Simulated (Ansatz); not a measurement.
Harmonic frequencies (cm⁻¹) at PBE0-D4/def2-TZVP from Ansatz: 32, 37, 66, 239, 275, 378, 488, 576, 642, 650, 824, 835, 862, 871, 873, 914, 1092, 2178, 2187, 2197, 2320.

Each molecule was computed in one conformer, which needn't be the lowest.

(1) Which molecule is it?
A. `F[SiH2][O][GeH2][Cl]`
B. `F[SiH](Cl)[O][GeH3]`
C. `[F][GeH]([Cl])[O][SiH3]`
D. `F[SiH2]C#[C][GeH3]`

## Answers

(1) B.
